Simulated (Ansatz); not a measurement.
`CC(O)[O][AlH2]` + H₂S → `CC(O)S` + `[OH][AlH2]`  (substitution at a C–O bond)

Program: Ansatz. Geometries: PBE0-D4/def2-TZVP. ΔE: electronic, gas phase. CCSD(T)/CBS is the MP2 limit (def2-TZVPP, def2-QZVPP) plus CCSD(T) − MP2 in def2-TZVPP, frozen cores. This one scheme is used for every species. Functionals use def2-TZVPP. Each species was taken in one conformer, which may not be the lowest.

```tsv
level	ΔE (eV)
LDA (SPW92)	0.12
PBE-QIDH	0.07
HF/def2-SVP	0.44
CCSD/CBS(def2)	0.06
```

Q: What does CCSD(T)/CBS give? (Best estimate.)

A: The calculation gave: +0.04 eV. The listed levels differ from it by 0.08, 0.03, 0.40, 0.02 eV.

Largest T1 diagnostic among the species: 0.012.

Leaving LDA and LC-ωPBE aside and taking each functional with its dispersion term where it has one, the values, not all of them listed here, spread over 0.12 eV, from revPBE-D4 to BHLYP-D4. LDA lies +0.08 eV from PBE without D4. In def2-TZVPP, CCSD(T) changes the Hartree–Fock value by −0.11 eV (the triples alone add −0.02 eV) and MP2 by −0.19 eV.
